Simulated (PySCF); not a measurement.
A geometry optimisation on `C(=C)Oc1oc(cc(=O)c1Cl)F`.

Computed with PBE0-D3(BJ)/def2-SVP geometry optimisation, gas phase (PySCF 2.14.0). Start geometry: GFN2-xTB. A driver script takes a list of jobs; this job's settings line and coordinates (Å) are shown.

Input:
```
{"job": {"xc": "PBE0", "basis": "def2-SVP", "d3": "d3bj", "grid": 1, "kind": "geom"}, "charge": 0, "multiplicity": 1}
C      3.471067    -0.486804     0.480780
C      2.270368     0.038042     0.314692
O      1.171780    -0.785520     0.214162
C     -0.050760    -0.301454     0.049018
O     -0.164971     1.049683    -0.020199
C     -1.393525     1.557481    -0.186891
F     -1.331295     2.884257    -0.234408
C     -2.523914     0.859998    -0.293036
C     -2.495120    -0.607256    -0.229087
O     -3.480695    -1.303602    -0.316819
C     -1.133532    -1.120147    -0.046342
Cl    -0.905570    -2.819370     0.050417
H      4.336684     0.141656     0.560700
H      3.608756    -1.551119     0.539187
H      2.084937     1.100100     0.250665
H     -3.471809     1.352999    -0.426154
```

Q: Give the output.

A: 
```
step   0  E = -1053.43271728  max force = 0.026606
step   1  E = -1053.43401649  max force = 0.009234
step   2  E = -1053.43407242  max force = 0.007696
step   3  E = -1053.43473096  max force = 0.004704
step   4  E = -1053.43475922  max force = 0.002376
step   5  E = -1053.43480612  max force = 0.002232
step   6  E = -1053.43483626  max force = 0.000487
step   7  E = -1053.43483957  max force = 0.000396
optimisation converged
```

Energies in Eh; «max force» is the largest Cartesian gradient component in Eh/bohr.

Q: How much energy does the optimisation release, in kJ/mol?

A: E(step 0) − E(last step) = 0.002122 Eh, which is 5.6 kJ/mol.

In short: final energy -1053.43484 Eh after 7 steps; dipole 5.01 D.

The run took about 7 min of CPU time (one thread, shared machine).
Labels such as C1 count atoms from 1, the log's own numbers from 0.
